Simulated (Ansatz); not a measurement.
A short molecular-dynamics run on `OCC1=CB1`.

```yaml
crystal:
  periodic: [false, false, false]
  atoms:
    - {symbol: O, position_ang: [0.783264, -0.491944, 1.887505]}
    - {symbol: C, position_ang: [0.597274, -0.882877, 0.549449]}
    - {symbol: C, position_ang: [-0.072350, 0.126992, -0.286368]}
    - {symbol: C, position_ang: [-0.403970, 0.389549, -1.567651]}
    - {symbol: B, position_ang: [-0.819167, 1.367249, -0.566080]}
    - {symbol: H, position_ang: [0.025530, 0.041175, 2.143351]}
    - {symbol: H, position_ang: [1.586686, -1.107448, 0.138815]}
    - {symbol: H, position_ang: [0.011451, -1.813459, 0.482093]}
    - {symbol: H, position_ang: [-0.282289, -0.052916, -2.547038]}
    - {symbol: H, position_ang: [-1.343229, 2.372478, -0.231079]}
basis:
  gaussian: {orbitals: "6-31G*"}
magnetization: {spin_polarized: true, initial_magnetization: 0}
hamiltonian: {xc: {name: r2SCAN}, dispersion: d4}
md: {timestep: 0.5 fs, n_steps: 50, ensemble: nvt_nose_hoover, temperature: 700, initial_velocities: maxwell_boltzmann, seed: 370}
```

```sh
$ ansatz run in.yaml --threads 2 --pin off --events-out ev --progress --plain --max-ram 4352MiB
```

| step | time (fs) | potential energy (eV) | kinetic (eV) | T (K) | conserved (eV) |
| --- | --- | --- | --- | --- | --- |
| 0 | 0.0 | -5910.0288 | 0.7239 | 700 | -5909.3049 |
| 1 | 0.5 | -5910.0095 | 0.7050 | 682 | -5909.3045 |
| 2 | 1.0 | -5909.9592 | 0.6556 | 634 | -5909.3037 |
| 3 | 1.5 | -5909.8906 | 0.5878 | 568 | -5909.3028 |
| 4 | 2.0 | -5909.8175 | 0.5155 | 498 | -5909.3021 |
| 5 | 2.5 | -5909.7512 | 0.4495 | 435 | -5909.3017 |
| 6 | 3.0 | -5909.6980 | 0.3965 | 383 | -5909.3015 |
| 7 | 3.5 | -5909.6601 | 0.3586 | 347 | -5909.3016 |
| 8 | 4.0 | -5909.6364 | 0.3347 | 324 | -5909.3018 |
| 9 | 4.5 | -5909.6239 | 0.3221 | 311 | -5909.3020 |
| 10 | 5.0 | -5909.6189 | 0.3167 | 306 | -5909.3023 |
| 11 | 5.5 | -5909.6168 | 0.3144 | 304 | -5909.3026 |
| 12 | 6.0 | -5909.6138 | 0.3114 | 301 | -5909.3027 |
| 13 | 6.5 | -5909.6079 | 0.3056 | 296 | -5909.3027 |
| 14 | 7.0 | -5909.6006 | 0.2987 | 289 | -5909.3024 |
| 15 | 7.5 | -5909.5971 | 0.2958 | 286 | -5909.3019 |
| 16 | 8.0 | -5909.6050 | 0.3042 | 294 | -5909.3015 |
| 17 | 8.5 | -5909.6307 | 0.3301 | 319 | -5909.3014 |
| 18 | 9.0 | -5909.6755 | 0.3746 | 362 | -5909.3017 |
| 19 | 9.5 | -5909.7336 | 0.4322 | 418 | -5909.3025 |
| 20 | 10.0 | -5909.7934 | 0.4913 | 475 | -5909.3033 |
| 21 | 10.5 | -5909.8415 | 0.5390 | 521 | -5909.3040 |
| 22 | 11.0 | -5909.8671 | 0.5646 | 546 | -5909.3043 |
| 23 | 11.5 | -5909.8649 | 0.5627 | 544 | -5909.3042 |
| 24 | 12.0 | -5909.8360 | 0.5345 | 517 | -5909.3038 |
| 25 | 12.5 | -5909.7879 | 0.4874 | 471 | -5909.3030 |
| 26 | 13.0 | -5909.7317 | 0.4323 | 418 | -5909.3022 |
| 27 | 13.5 | -5909.6799 | 0.3813 | 369 | -5909.3016 |
| 28 | 14.0 | -5909.6423 | 0.3441 | 333 | -5909.3013 |
| 29 | 14.5 | -5909.6237 | 0.3257 | 315 | -5909.3014 |
| 30 | 15.0 | -5909.6232 | 0.3250 | 314 | -5909.3018 |
| 31 | 15.5 | -5909.6344 | 0.3358 | 325 | -5909.3024 |
| 32 | 16.0 | -5909.6479 | 0.3489 | 337 | -5909.3030 |
| 33 | 16.5 | -5909.6538 | 0.3545 | 343 | -5909.3035 |
| 34 | 17.0 | -5909.6449 | 0.3457 | 334 | -5909.3036 |
| 35 | 17.5 | -5909.6195 | 0.3209 | 310 | -5909.3033 |
| 36 | 18.0 | -5909.5828 | 0.2852 | 276 | -5909.3026 |
| 37 | 18.5 | -5909.5467 | 0.2502 | 242 | -5909.3017 |
| 38 | 19.0 | -5909.5257 | 0.2301 | 223 | -5909.3010 |
| 39 | 19.5 | -5909.5309 | 0.2356 | 228 | -5909.3009 |
| 40 | 20.0 | -5909.5637 | 0.2680 | 259 | -5909.3015 |
| 41 | 20.5 | -5909.6144 | 0.3179 | 307 | -5909.3026 |
| 42 | 21.0 | -5909.6663 | 0.3691 | 357 | -5909.3036 |
| 43 | 21.5 | -5909.7036 | 0.4063 | 393 | -5909.3041 |
| 44 | 22.0 | -5909.7178 | 0.4210 | 407 | -5909.3040 |
| 45 | 22.5 | -5909.7095 | 0.4137 | 400 | -5909.3034 |
| 46 | 23.0 | -5909.6861 | 0.3915 | 379 | -5909.3027 |
| 47 | 23.5 | -5909.6582 | 0.3646 | 353 | -5909.3021 |
| 48 | 24.0 | -5909.6353 | 0.3425 | 331 | -5909.3017 |
| 49 | 24.5 | -5909.6234 | 0.3310 | 320 | -5909.3016 |
| 50 | 25.0 | -5909.6238 | 0.3316 | 321 | -5909.3018 |

Velocities are drawn at the set temperature; a run this short doesn't reach equilibrium.

Frames (Å, forces in eV/Å):

```xyz
10
time=0.0 fs
O     0.783   -0.492    1.888    0.520   -0.140    0.272
C     0.597   -0.883    0.549   -0.050   -0.043   -0.027
C    -0.072    0.127   -0.286    0.129   -0.107    0.341
C    -0.404    0.390   -1.568   -0.107    0.063   -0.475
B    -0.819    1.367   -0.566   -0.152    0.281    0.074
H     0.026    0.041    2.143   -0.374    0.204    0.023
H     1.587   -1.107    0.139    0.137   -0.060   -0.021
H     0.011   -1.813    0.482   -0.087   -0.190   -0.050
H    -0.282   -0.053   -2.547    0.034   -0.100   -0.172
H    -1.343    2.372   -0.231   -0.049    0.093    0.035
10
time=1.5 fs
O     0.782   -0.497    1.883    0.758   -0.086    0.735
C     0.597   -0.868    0.570    1.714   -0.301   -1.924
C    -0.082    0.125   -0.289    0.455   -0.582    0.657
C    -0.412    0.392   -1.570    0.172   -0.687   -1.705
B    -0.813    1.359   -0.566   -0.611    1.495    0.354
H     0.011    0.012    2.112   -0.724    0.548    0.433
H     1.610   -1.133    0.109   -0.833    0.607    0.584
H     0.091   -1.810    0.458   -0.892   -0.919    0.088
H    -0.264   -0.063   -2.583   -0.160    0.409    0.947
H    -1.289    2.412   -0.213    0.122   -0.484   -0.168
10
time=3.0 fs
O     0.781   -0.501    1.879    0.147    0.554    1.541
C     0.599   -0.854    0.587    2.132   -1.141   -3.500
C    -0.090    0.122   -0.291    0.649   -0.909    0.741
C    -0.419    0.393   -1.576    0.358   -0.993   -1.888
B    -0.807    1.354   -0.565   -0.795    2.218    0.452
H    -0.018   -0.006    2.089   -0.195    0.285    0.538
H     1.617   -1.146    0.092   -1.032    1.025    0.856
H     0.153   -1.825    0.436   -1.127   -0.807    0.246
H    -0.250   -0.064   -2.600   -0.271    0.574    1.304
H    -1.232    2.441   -0.199    0.135   -0.807   -0.289
10
time=4.5 fs
O     0.781   -0.505    1.878   -0.721    1.275    2.284
C     0.605   -0.841    0.597    1.574   -2.311   -4.485
C    -0.098    0.118   -0.291    0.626   -0.968    0.542
C    -0.425    0.392   -1.585    0.385   -0.783   -0.913
B    -0.804    1.353   -0.563   -0.645    2.187    0.303
H    -0.050   -0.018    2.077    0.622   -0.164    0.494
H     1.602   -1.137    0.093   -0.629    1.130    0.791
H     0.191   -1.856    0.419   -0.961    0.013    0.440
H    -0.241   -0.054   -2.591   -0.245    0.368    0.830
H    -1.172    2.454   -0.190   -0.007   -0.746   -0.285
10
time=6.0 fs
O     0.780   -0.507    1.879   -1.099    1.552    2.543
C     0.614   -0.833    0.600    0.431   -2.962   -4.458
C    -0.104    0.112   -0.291    0.401   -0.747    0.132
C    -0.431    0.390   -1.595    0.236   -0.148    0.959
B    -0.801    1.356   -0.561   -0.241    1.446   -0.047
H    -0.070   -0.034    2.076    0.947   -0.334    0.475
H     1.575   -1.105    0.110    0.332    0.889    0.359
H     0.208   -1.887    0.411   -0.701    0.762    0.543
H    -0.237   -0.036   -2.565   -0.063   -0.152   -0.352
H    -1.113    2.451   -0.188   -0.244   -0.306   -0.154
10
time=7.5 fs
O     0.777   -0.507    1.884   -0.751    1.278    2.192
C     0.623   -0.830    0.595   -1.046   -2.866   -3.376
C    -0.109    0.105   -0.290    0.085   -0.340   -0.337
C    -0.437    0.387   -1.604    0.047    0.472    2.690
B    -0.799    1.362   -0.559    0.232    0.344   -0.447
H    -0.070   -0.056    2.085    0.542   -0.124    0.526
H     1.556   -1.054    0.134    1.643    0.414   -0.338
H     0.211   -1.902    0.415   -0.411    1.105    0.489
H    -0.234   -0.022   -2.546    0.143   -0.632   -1.454
H    -1.059    2.442   -0.189   -0.484    0.348    0.054
10
time=9.0 fs
O     0.773   -0.506    1.892    0.104    0.662    1.407
C     0.631   -0.833    0.584   -1.691   -2.365   -2.046
C    -0.115    0.096   -0.290   -0.174    0.103   -0.704
C    -0.442    0.386   -1.608    0.103    0.457    2.804
B    -0.796    1.369   -0.557    0.565   -0.510   -0.687
H    -0.060   -0.080    2.106   -0.341    0.294    0.608
H     1.571   -0.993    0.151    2.085    0.083   -0.670
H     0.204   -1.894    0.429   -0.120    0.994    0.298
H    -0.229   -0.020   -2.556    0.085   -0.527   -1.216
H    -1.015    2.440   -0.188   -0.616    0.807    0.206
10
time=10.5 fs
O     0.770   -0.503    1.901    0.625    0.216    0.608
C     0.636   -0.839    0.568   -0.567   -1.432   -1.145
C    -0.120    0.089   -0.291   -0.282    0.449   -0.882
C    -0.447    0.385   -1.607    0.363   -0.058    1.539
B    -0.793    1.375   -0.557    0.661   -0.633   -0.630
H    -0.056   -0.098    2.140   -0.825    0.463    0.523
H     1.627   -0.931    0.156    0.771   -0.056   -0.271
H     0.195   -1.866    0.450    0.051    0.347    0.018
H    -0.222   -0.029   -2.591   -0.202    0.017    0.073
H    -0.984    2.455   -0.184   -0.594    0.687    0.168
10
time=12.0 fs
O     0.767   -0.501    1.912    0.221    0.243    0.151
C     0.640   -0.848    0.551    1.048    0.125   -0.349
C    -0.127    0.082   -0.293   -0.225    0.638   -0.853
C    -0.452    0.384   -1.604    0.532   -0.470    0.261
B    -0.788    1.380   -0.558    0.587   -0.160   -0.356
H    -0.069   -0.108    2.184   -0.314    0.136    0.097
H     1.700   -0.869    0.155   -0.958   -0.310    0.221
H     0.186   -1.831    0.471    0.014   -0.734   -0.264
H    -0.219   -0.038   -2.624   -0.428    0.441    1.123
H    -0.966    2.484   -0.176   -0.478    0.091   -0.030
10
time=13.5 fs
O     0.765   -0.497    1.923   -0.424    0.399   -0.082
C     0.646   -0.857    0.534    1.803    1.487    0.491
C    -0.133    0.076   -0.298   -0.056    0.687   -0.632
C    -0.456    0.382   -1.600    0.490   -0.522   -0.405
B    -0.782    1.384   -0.560    0.464    0.373   -0.072
H    -0.088   -0.114    2.230    0.469   -0.291   -0.444
H     1.753   -0.815    0.158   -1.917   -0.637    0.407
H     0.178   -1.811    0.486   -0.007   -1.501   -0.437
H    -0.226   -0.038   -2.635   -0.472    0.538    1.413
H    -0.958    2.514   -0.169   -0.350   -0.532   -0.238
10
time=15.0 fs
O     0.762   -0.494    1.933   -0.540    0.325   -0.396
C     0.655   -0.863    0.517    1.268    1.669    1.285
C    -0.140    0.071   -0.303    0.153    0.649   -0.265
C    -0.458    0.379   -1.596    0.250   -0.191   -0.320
B    -0.775    1.390   -0.562    0.366    0.586    0.085
H    -0.097   -0.126    2.267    0.705   -0.440   -0.761
H     1.767   -0.774    0.169   -1.949   -0.871    0.317
H     0.170   -1.822    0.492    0.342   -1.166   -0.489
H    -0.242   -0.026   -2.617   -0.339    0.303    0.891
H    -0.958    2.534   -0.167   -0.256   -0.864   -0.348
10
time=16.5 fs
O     0.758   -0.490    1.944    0.046   -0.033   -0.941
C     0.666   -0.867    0.502   -0.395    0.965    2.082
C    -0.146    0.067   -0.309    0.366    0.565    0.188
C    -0.461    0.376   -1.593   -0.133    0.450    0.480
B    -0.767    1.396   -0.564    0.316    0.379    0.085
H    -0.093   -0.148    2.288    0.195   -0.260   -0.712
H     1.740   -0.752    0.186   -0.983   -0.905   -0.020
H     0.170   -1.856    0.488    0.871   -0.145   -0.479
H    -0.265   -0.009   -2.580   -0.070   -0.210   -0.360
H    -0.963    2.535   -0.172   -0.212   -0.805   -0.323
10
time=18.0 fs
O     0.754   -0.486    1.952    1.004   -0.508   -1.629
C     0.676   -0.868    0.491   -2.734    0.178    2.888
C    -0.152    0.065   -0.314    0.594    0.452    0.684
C    -0.463    0.374   -1.589   -0.469    1.037    1.199
B    -0.759    1.403   -0.566    0.308   -0.169   -0.028
H    -0.085   -0.174    2.295   -0.735    0.069   -0.405
H     1.693   -0.748    0.203    0.957   -0.681   -0.570
H     0.189   -1.894    0.473    1.145    0.687   -0.410
H    -0.290    0.004   -2.551    0.156   -0.689   -1.559
H    -0.973    2.520   -0.183   -0.228   -0.375   -0.170
10
time=19.5 fs
O     0.752   -0.482    1.959    1.365   -0.733   -2.055
C     0.681   -0.870    0.485   -4.112   -0.173    3.315
C    -0.157    0.063   -0.318    0.849    0.315    1.184
C    -0.467    0.374   -1.584   -0.530    1.011    0.468
B    -0.750    1.410   -0.568    0.314   -0.831   -0.160
H    -0.093   -0.200    2.292   -1.119    0.176   -0.242
H     1.667   -0.759    0.208    2.401   -0.364   -0.935
H     0.231   -1.919    0.450    1.002    0.956   -0.272
H    -0.312    0.003   -2.554    0.123   -0.624   -1.360
H    -0.988    2.497   -0.199   -0.293    0.266    0.057
10
time=21.0 fs
O     0.751   -0.480    1.963    0.553   -0.603   -2.013
C     0.679   -0.871    0.486   -2.582    0.203    2.876
C    -0.160    0.062   -0.320    1.085    0.177    1.568
C    -0.471    0.375   -1.577   -0.404    0.457   -1.338
B    -0.740    1.415   -0.570    0.261   -1.208   -0.187
H    -0.122   -0.222    2.284   -0.392   -0.051   -0.422
H     1.688   -0.778    0.194    1.384   -0.188   -0.594
H     0.294   -1.923    0.421    0.489    0.597   -0.091
H    -0.332   -0.011   -2.584   -0.053   -0.123   -0.028
H    -1.010    2.480   -0.213   -0.340    0.738    0.227
10
time=22.5 fs
O     0.752   -0.478    1.964   -0.584   -0.464   -1.875
C     0.673   -0.872    0.491    0.149    0.972    2.036
C    -0.161    0.061   -0.320    1.231    0.091    1.661
C    -0.476    0.377   -1.573   -0.274   -0.112   -2.627
B    -0.730    1.417   -0.572    0.058   -0.983   -0.025
H    -0.159   -0.246    2.267    0.610   -0.271   -0.585
H     1.737   -0.802    0.168   -0.604    0.007    0.067
H     0.368   -1.916    0.390   -0.175   -0.210    0.072
H    -0.352   -0.027   -2.614   -0.152    0.297    1.061
H    -1.038    2.477   -0.223   -0.258    0.672    0.217
10
time=24.0 fs
O     0.751   -0.477    1.963   -1.137   -0.516   -1.915
C     0.667   -0.872    0.500    1.896    1.381    1.329
C    -0.160    0.060   -0.316    1.230    0.119    1.368
C    -0.482    0.379   -1.573   -0.159   -0.457   -2.701
B    -0.719    1.418   -0.575   -0.285   -0.328    0.248
H    -0.185   -0.275    2.237    1.003   -0.268   -0.456
H     1.775   -0.825    0.143   -1.710    0.293    0.515
H     0.438   -1.913    0.361   -0.675   -0.798    0.208
H    -0.376   -0.038   -2.624   -0.141    0.423    1.348
H    -1.072    2.489   -0.228   -0.024    0.150    0.056
10
time=25.0 fs
O     0.750   -0.477    1.961   -1.034   -0.633   -2.021
C     0.665   -0.870    0.507    2.365    1.141    0.920
C    -0.158    0.060   -0.312    1.139    0.213    0.984
C    -0.486    0.380   -1.576   -0.084   -0.509   -2.056
B    -0.713    1.418   -0.576   -0.523    0.098    0.399
H    -0.190   -0.297    2.212    0.793   -0.154   -0.210
H     1.781   -0.837    0.132   -1.875    0.485    0.653
H     0.478   -1.920    0.343   -0.853   -0.723    0.325
H    -0.394   -0.040   -2.614   -0.090    0.325    1.069
H    -1.095    2.499   -0.231    0.163   -0.243   -0.063
```

Hardware: 2 threads of an Intel Xeon Platinum 8375C on a shared host. Wall time 2.6 min, peak host memory 0.43 GiB.
